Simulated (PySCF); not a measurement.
Molecule: B(CF3)2(Cl), C2BClF6, SMILES FC(F)(F)B(Cl)C(F)(F)F. Atoms near the plane z = 0.6 Å, at the CAM-B3LYP/def2-SVP optimised geometry (x, y, z in Å): B1 (-0.1, -0.4, 0.0), C2 (-0.8, 1.0, 0.0), F4 (-0.2, 1.9, 0.7), F5 (-2.1, 0.9, 0.5), C6 (1.5, -0.4, 0.0), F7 (2.1, -1.6, -0.4), F8 (2.0, -0.2, 1.3), Cl10 (-1.0, -1.9, 0.0).

Method: CAM-B3LYP/def2-TZVP (PySCF). Cells within 0.4 Å of a nucleus heavier than hydrogen are left out (blank, or x). The values are rescaled to run from 0 to 1.

```
|3333333333333333333333333333333|
|3333333333333333333333333333333|
|3333333333333333333333333333333|
|3333333333333333333333333333333|
|3333333333333333333333333333333|
|3333333333333344333333333333333|
|3333333333333444433333333333333|
|3333333333333444433333333333333|
|33333333333333xx433333333333333|
|33333333333333xx333333333333333|
|3333333333333322333333333333333|
|33333344x2334433333333333333333|
|3333334xxx345544444433333333333|
|33333333x2345555544433333333333|
|3333333333345666654433333333333|
|3333333333445688765433333333333|
|3333333333445799875533333333333|
|3333333333445799875543333333333|
|3333333333345677765443333333333|
|3333333333334456555443333333333|
|3333333332222344444443333333333|
|3333333332100133444433333333333|
|3333333322100123333333333333333|
|3333333332100123333333333333333|
|3333333332211223333333333333333|
|3333333333222233333333333333333|
|3333333333333333333333333333333|
|3333333333333333333333333333333|
|3333333333333333333333333333333|
|3333333333333333333333333333333|
|3333333333333333333333333333333|
```
Scale: ten equal steps from 0.000 (start of '0') to 1.00 (end of '9'), in the order '0123456789'; x runs from -4.50 to 4.50, y from -4.50 (bottom) to 4.50 (top).

**Question.** Which quantity is mapped?
A. deformation density (molecule minus spherical neutral atoms)
B. electron localisation function
C. an orbital amplitude
D. log10 of the electron density

**Answer.** C, an orbital amplitude. In full: LUMO amplitude (bohr^(-3/2)).
